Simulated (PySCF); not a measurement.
**Potential energy of CuF⁺ along the bond**

Set-up: Cu def2-TZVPPD, F def2-TZVPPD; no relativity (PySCF 2.14). Energies in eV from Cu⁺ (3d10) + F in their ground configurations at the same level. State: ²Σ⁺ (doublet), unpaired electrons σ ↑.

All columns are PBE0. A positive dipole points towards F; it is taken about the centre of mass and depends on that origin.

```json
{"R (Å)": "1.457", "E (eV)": "-0.259", "μ (D)": "-4.20", "Mulliken charge on Cu (basis-dependent)": "1.62", "HOMO (eV)": "-17.58", "LUMO (eV)": "-12.79", "Mayer bond order": "0.69", "⟨S²⟩": "0.75"}
{"R (Å)": "1.525", "E (eV)": "-0.947", "μ (D)": "-4.44", "Mulliken charge on Cu (basis-dependent)": "1.56", "HOMO (eV)": "-17.57", "LUMO (eV)": "-12.98", "Mayer bond order": "0.71", "⟨S²⟩": "0.75"}
{"R (Å)": "1.592", "E (eV)": "-1.305", "μ (D)": "-4.64", "Mulliken charge on Cu (basis-dependent)": "1.50", "HOMO (eV)": "-17.51", "LUMO (eV)": "-13.16", "Mayer bond order": "0.75", "⟨S²⟩": "0.75"}
{"R (Å)": "1.643", "E (eV)": "-1.421", "μ (D)": "-4.76", "Mulliken charge on Cu (basis-dependent)": "1.45", "HOMO (eV)": "-17.44", "LUMO (eV)": "-13.28", "Mayer bond order": "0.78", "⟨S²⟩": "0.75"}
{"R (Å)": "1.694", "E (eV)": "-1.445", "μ (D)": "-4.84", "Mulliken charge on Cu (basis-dependent)": "1.40", "HOMO (eV)": "-17.36", "LUMO (eV)": "-13.38", "Mayer bond order": "0.80", "⟨S²⟩": "0.75"}
{"R (Å)": "1.745", "E (eV)": "-1.403", "μ (D)": "-4.89", "Mulliken charge on Cu (basis-dependent)": "1.36", "HOMO (eV)": "-17.29", "LUMO (eV)": "-13.46", "Mayer bond order": "0.80", "⟨S²⟩": "0.75"}
{"R (Å)": "1.813", "E (eV)": "-1.282", "μ (D)": "-4.90", "Mulliken charge on Cu (basis-dependent)": "1.31", "HOMO (eV)": "-17.21", "LUMO (eV)": "-13.52", "Mayer bond order": "0.79", "⟨S²⟩": "0.76"}
{"R (Å)": "1.897", "E (eV)": "-1.074", "μ (D)": "-4.82", "Mulliken charge on Cu (basis-dependent)": "1.27", "HOMO (eV)": "-17.16", "LUMO (eV)": "-13.55", "Mayer bond order": "0.74", "⟨S²⟩": "0.76"}
{"R (Å)": "1.999", "E (eV)": "-0.807", "μ (D)": "-4.59", "Mulliken charge on Cu (basis-dependent)": "1.22", "HOMO (eV)": "-17.17", "LUMO (eV)": "-13.50", "Mayer bond order": "0.65", "⟨S²⟩": "0.76"}
{"R (Å)": "2.134", "E (eV)": "-0.496", "μ (D)": "-4.16", "Mulliken charge on Cu (basis-dependent)": "1.17", "HOMO (eV)": "-17.16", "LUMO (eV)": "-13.35", "Mayer bond order": "0.50", "⟨S²⟩": "0.77"}
```

A fit through these points gives, at Re = 1.684 Å, μ = -4.83 D and dμ/dR = -1.48 D/Å; the reduced mass is 14.59 u.

How strong is the fundamental in the double-harmonic approximation, I = 42.26·(dμ/dR)²/μred km/mol?

I = 42.26·(-1.48)²/14.59 = 6.34 km/mol at PBE0.

For an ion De counts to the pair picked by the measured ionisation energies or electron affinities, which need not be the lowest pair at this level. With d or f electrons several states lie close, and the lowest PBE0 determinant need not be the measured ground state.
